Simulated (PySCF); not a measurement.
Ga(I)2(OH) (GaHI2O), SMILES [I][Ga]([OH])[I].

Coordinates come from a r2SCAN-D4/def2-SVP optimisation. The structure was generated by enumeration; whether it is a known compound was not checked. The def2 effective core potentials stand for the cores of I; spin–orbit coupling is left out. The values are those of a single conformer.

Two levels are set side by side: PBE/def2-TZVP (PySCF) and M06-2X/def2-TZVP (PySCF). Same geometry, gas phase. Differences are taken from unrounded values.

| quantity | PBE |
|---|---|
| orbital gap (eV) | 3.86 |
| highest occupied level (eV) | -6.73 |
| lowest empty level (eV) | -2.87 |
| dipole moment (D) | 1.08 |
| mean polarisability (bohr³) | 99.9 |

Q: These are the PBE values. What does M06-2X give? (The exact figures need the calculation; the answer reports its results.)

A: 
```tsv
quantity	M06-2X	PBE minus M06-2X
orbital gap (eV)	7.83	-3.97
highest occupied level (eV)	-9.04	2.31
lowest empty level (eV)	-1.21	-1.66
dipole moment (D)	1.21	-0.13
mean polarisability (bohr³)	92.3	7.6
```

PBE's occupied levels lie high since its potential decays too fast outside the molecule; exact exchange lowers them and widens the gap. Loosely held outer electrons make PBE densities more polarisable. Differences between two approximate levels are no errors against the true value.

Rough cost on one machine, each run with all the roots and properties that it gave: M06-2X against PBE about 3 times.
